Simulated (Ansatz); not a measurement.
Basis-set extrapolation for C3H9AlF2Si (`C[Si](C)(C)[Al]([F])[F]`) (PBE0-D4/def2-TZVP geometry, frozen core, Ansatz). Multiplicity 1, RHF reference.

```json
{"": "HF", "def2-TZVPP": "-848.925516", "def2-QZVPP": "-848.957353"}
{"": "MP2 correlation", "def2-TZVPP": "-1.231517", "def2-QZVPP": "-1.329464"}
{"": "CCSD(T) correlation", "def2-TZVPP": "-1.330149", "def2-QZVPP": "not run"}
```

Energies in hartree. Use E(X) = E(∞) + A·exp(−7.88·√X) for Hartree–Fock and E(X) = E(∞) + B·X^(−2.97) for correlation, with X = 3 and 4, and add CCSD(T) minus MP2 of the smaller set to the MP2 limit.

Question: What is the CCSD(T) energy at the basis-set limit?

Answer: HF limit: -848.957353 + (-0.031837) × 0.13774 = -848.96174. MP2 limit: -1.329464 + (-0.097947) × 0.74074 = -1.40202. Higher-order term: -1.330149 − (-1.231517) = -0.09863. Total: -850.46239 hartree, 542.8 kJ/mol below CCSD(T)/def2-TZVPP.
